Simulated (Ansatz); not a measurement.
Relaxation of CH8ClNSi2 (13 atoms, charge 0, multiplicity 1), to a largest force component of 0.015 eV/Å in at most 40 steps.

Computed with RKS revPBE/def2-mTZVP (Ansatz).

```xyz
13
Properties=species:S:1:pos:R:3
N -0.228 2.195 0.942
Si -0.648 0.688 0.336
C 0.841 -0.157 -0.257
Si 0.437 -1.822 -0.808
Cl -0.516 -1.778 -2.671
H 0.195 2.183 1.827
H -1.115 2.745 1.116
H -1.605 0.912 -0.736
H -1.261 0.013 1.525
H 1.603 -0.238 0.595
H 1.353 0.396 -1.029
H 1.582 -2.685 -0.941
H -0.616 -2.490 0.115
```

**Question.** Where does it end, and by what steps?

**Answer.** The run converged. The force dipped under the threshold on the way, but the program's further checks kept it going. After 20 steps the energy has fallen by 0.686 eV; H13 moved furthest, 0.52 Å.

```csv
step,energy less start (eV),largest force component (eV/Å),accepted
0,0.0000,3.277,yes
1,-0.5725,1.192,yes
2,-0.6668,0.453,yes
3,-0.6766,0.202,yes
4,-0.6792,0.119,yes
5,-0.6789,0.137,no
6,-0.6819,0.043,yes
7,-0.6832,0.049,yes
8,-0.6797,0.181,no
9,-0.6841,0.020,yes
10,-0.6847,0.019,yes
11,-0.6851,0.032,yes
12,-0.6851,0.058,yes
13,-0.6854,0.017,yes
14,-0.6855,0.023,yes
15,-0.6858,0.019,yes
16,-0.6861,0.054,yes
17,-0.6862,0.042,yes
18,-0.6863,0.017,yes
19,-0.6864,0.014,yes
20,-0.6864,0.011,yes
```

```xyz
13
Properties=species:S:1:pos:R:3
N -0.231 2.311 1.036
Si -0.759 0.768 0.390
C 0.759 -0.231 -0.170
Si 0.477 -1.962 -0.856
Cl -0.712 -1.908 -2.587
H 0.267 2.334 1.926
H -0.895 3.083 1.002
H -1.655 1.096 -0.763
H -1.527 -0.101 1.356
H 1.432 -0.353 0.700
H 1.320 0.368 -0.908
H 1.771 -2.607 -1.246
H -0.227 -2.833 0.135
```

Whether the end is a true minimum wasn't checked by a vibrational analysis.

The run took 59 s on 2 threads of Intel(R) Xeon(R) Platinum 8488C (Sapphire Rapids) (shared host), peak memory 0.2 GiB.
